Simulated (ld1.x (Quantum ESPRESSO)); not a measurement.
Transferability test, RRKJ potential for Cd

```
Element                 : Cd (Z = 48)
Generator               : ld1.x (Quantum ESPRESSO) 7.5
Type                    : norm-conserving RRKJ (Kleinman–Bylander form)
Functional              : PBE
Relativity              : non-relativistic
Frozen core             : [Ar] 3d10
Valence charge          : 20
Reference configuration : 4s2 4p6 4d10 5s2 5p0
Partial waves           : 4s (bound): rc 1.45 bohr; 4p (bound): rc 1.70 bohr; 4d (bound): rc 1.65 bohr
Local potential         : all-electron potential smoothed inside 1.65 bohr (lloc = -2)
Core correction         : none
```

Occupied shells without a wave of their own: 5s. They enter only through the test configuration that unscreens the potential.

Energies are relative to the spin-unpolarised reference configuration 4s2 4p6 4d10 5s2 5p0; without spin polarisation the order of configurations can differ from experiment.

```
valence configuration  charge  ΔE all-electron (eV)  error AE − PS (meV)
 4s2 4p6 4d10 5s0 5p0      +2                24.998                -1123
  4s2 4p6 4d9 5s0 5p0      +3                63.496                -1684
  4s2 4p6 4d9 5s2 5p1       0                13.547                  -84
  4s2 4p6 4d9 5s2 5p0      +1                18.936                 +6.4
 4s2 4p6 4d10 5s0 5p2       0                 8.551                 -953
```

(1) What are ΔE and the potential's error for 4s2 4p6 4d10 5s1 5p0?

(2) What are ΔE and the potential's error for 4s2 4p5 4d10 5s2 5p0?

The potential misses its own reference levels by up to 0.3 eV.

Results:

(1) ΔE = 8.731 eV all-electron; the error (AE − PS) is -437 meV.

(2) ΔE = 72.431 eV all-electron; the error (AE − PS) is -65 meV.

The 5s level has no wave, so the channel is fitted at the deeper level alone: the likely source of the large errors.
